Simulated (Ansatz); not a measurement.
`[NH2][Zn][SiH2]F` → `F[SiH]` + `[NH2][ZnH]` at 500 K and 1 bar (silylene formation by 1,1-elimination).

Gas-phase electronic energies from Ansatz, PBE0-D4/def2-TZVP geometries. CCSD(T)/CBS is the MP2 limit (def2-TZVPP, def2-QZVPP) plus CCSD(T) − MP2 in def2-TZVPP, frozen cores. This one scheme is used for every species. For Zn outer-core shells are correlated without core-valence functions, which leaves a few kJ/mol of doubt a bond. Scalar relativity is left out up to krypton. One conformer a species, not always the lowest.

| species | CCSD(T)/CBS energy (Eh) | H − E (kJ/mol) | S (J/(mol·K)) |
| --- | --- | --- | --- |
| `[NH2][Zn][SiH2]F` | -2224.42760 | 161.3 | 418.2 |
| `F[SiH]` | -389.46371 | 40.7 | 260.3 |
| `[NH2][ZnH]` | -1834.88092 | 106.3 | 294.3 |

H − E and S are ideal-gas, rigid-rotor, harmonic terms from PBE0-D4/def2-TZVP, for one conformer and one mirror image of each species. 1 Eh = 2625.50 kJ/mol, R = 8.31446 J/(mol·K).

By hand: ΔE, ΔH, ΔS and ΔG.

ΔE = (-389.46371) + (-1834.88092) − (-2224.42760) = 0.08297 Eh = 217.8 kJ/mol. Δ(H − E) = 40.7 + 106.3 − 161.3 = -14.3, so ΔH = 203.5 kJ/mol. ΔS = 260.3 + 294.3 − 418.2 = 136.4 J/(mol·K). ΔG = 203.5 − 500 × (136.4)/1000 = 135.3 kJ/mol.

By hand: the equilibrium constant, and the temperature at which ΔG would vanish if ΔH and ΔS stayed fixed.

log₁₀ K = −ΔG/(RT ln 10) = -14.1. ΔG = 0 at ΔH/ΔS = 1492 K.

The number of gas molecules changes by +1, which sets the sign of ΔS. A doubt of 5 kJ/mol in ΔE shifts log₁₀ K by 0.5 here. Other conformers and mirror images would add mixing entropy, several J/(mol·K) or more a flexible species. These are equilibria of isolated gas molecules and say nothing of rates. Largest T1 diagnostic: 0.016 (customary marks: 0.02 for closed shells, 0.045 for open ones).
